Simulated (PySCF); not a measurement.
Si(H)(I)2(Me) (CH₄I₂Si), SMILES C[SiH](I)I. Heavy atoms are numbered as in [SiH:1]([CH3:2])([I:3])[I:4]. Hydrogens are named by the atom that carries them.

The structure is a stationary point at B3LYP-D3(BJ)/def2-SVP. The def2 effective core potentials stand for the cores of I; spin–orbit coupling is left out.

Calculation: PBE/def2-TZVP in PySCF.

ESP charges are fitted to the potential on shells at 1.4 to 2.0 van der Waals radii. Atomic charges (e), one atom of each kind:

```tsv
atom	ESP fit	Mulliken	Löwdin
Si1 (SiH)	0.02	0.25	-0.25
C2 (CH3)	-0.58	-0.44	-0.47
I3	-0.05	-0.13	0.16
H on Si1	0.05	0.01	-0.02
H on C2	0.21	0.15	0.14
```

Computed Mayer and Wiberg (Löwdin basis) orders of the bonds:
```
bond    Mayer  Wiberg
------  -----  ------
Si1–C2   1.02    1.28
Si1–I3   1.16    1.64
Si1–I4   1.16    1.64
```
